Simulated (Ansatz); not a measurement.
Total energies of In₈Sb₈H₂₂, a nanocrystal cut from wurtzite InSb (hydrogen-capped) from Ansatz at PBE-D4/def2-SVP, gas phase (1 Eh = 27.2114 eV = 2625.5 kJ/mol). The reference geometry is relaxed at PBE-D4/def2-SVP.

Cartesian coordinates in Å:
```
In 4.938 2.008 -1.486
Sb 2.596 3.081 -2.922
Sb 3.266 0.016 -0.224
In 1.463 1.092 1.705
In -0.164 2.264 -2.755
Sb -0.629 2.196 0.062
Sb 0.112 -0.980 3.122
In -1.488 -0.022 5.331
In -3.287 1.277 0.558
Sb -3.399 1.188 3.438
In 2.169 -1.816 -2.105
Sb -0.092 -0.536 -3.266
Sb 0.859 -3.634 -0.273
In -1.271 -2.902 1.545
In -2.512 -2.128 -3.001
Sb -2.971 -1.445 -0.212
H 5.354 3.240 -0.337
H 5.900 1.252 -2.718
H 2.537 4.792 -2.745
H 2.924 3.123 -4.611
H 4.297 -0.989 0.724
H 2.178 2.304 2.738
H -1.246 3.239 -3.709
H -0.687 3.860 0.502
H 1.406 -1.902 3.792
H -0.700 1.328 6.085
H -2.349 -1.355 6.035
H -4.583 2.185 -0.169
H -3.719 2.816 3.894
H -4.988 0.626 3.783
H 3.284 -2.631 -3.165
H 0.306 -0.590 -4.941
H 2.119 -4.225 0.738
H 0.523 -5.139 -1.038
H -1.937 -4.282 2.374
H -3.765 -1.426 -3.974
H -1.932 -3.772 -2.944
H -4.512 -2.114 0.171
```

```json
{"state": "charge 0 singlet", "geometry": "reference", "energy (Eh)": "-3456.52458"}
{"state": "charge 1 doublet", "geometry": "reference", "energy (Eh)": "-3456.26476"}
{"state": "charge -1 doublet", "geometry": "reference", "energy (Eh)": "-3456.57778"}
{"state": "free In atom (doublet)", "geometry": "–", "energy (Eh)": "-190.11196"}
{"state": "free Sb atom (quartet)", "geometry": "–", "energy (Eh)": "-240.20171"}
{"state": "free H atom (doublet)", "geometry": "–", "energy (Eh)": "-0.49863"}
```

In the def2 sets In, Sb take a core potential; there is no spin–orbit coupling. Single mean-field runs in def2-SVP are fitted with def2-universal-jkfit.

(1) Work out the vertical ionisation energy to the doublet.

(2) Work out the vertical electron affinity, to the doublet.

(3) Give the fundamental gap IE − EA, the Mulliken electronegativity (IE + EA)/2 and the hardness (IE − EA)/2.

(4) What is the binding energy per atom against free atoms?

(1) E(charge 1 doublet) − E(charge 0 singlet) = -3456.26476 − (-3456.52458) = 0.25982 Eh = 7.07 eV. For comparison, −ε of the highest occupied level is 5.65 eV at this level, 1.42 eV less.

(2) E(charge 0 singlet) − E(charge -1 doublet) = -3456.52458 − (-3456.57778) = 0.05320 Eh = 1.45 eV. The basis lacks diffuse functions, which makes affinities too small.

(3) From the values in Eh: IE − EA = 0.25982 − 0.05320 = 0.20662 Eh = 5.62 eV; (IE + EA)/2 = 4.26 eV; (IE − EA)/2 = 2.81 eV. The HOMO–LUMO gap of the same run is 2.99 eV, 2.63 eV smaller than the fundamental gap.

(4) Atoms: 8 × (-190.11196) + 8 × (-240.20171) + 22 × (-0.49863) = -3453.47922 Eh. Binding: -3453.47922 − (-3456.52458) = 3.04536 Eh = 82.87 eV, or 2.18 eV for each of 38 atoms (no zero-point energy, no counterpoise term).

At PBE-D4/def2-SVP the gap within one spin of the charge 1 doublet nearly closes, so an electron or hole may be smeared out by delocalisation error. At PBE-D4/def2-SVP the gap within one spin of the charge -1 doublet nearly closes, so an electron or hole may be smeared out by delocalisation error.
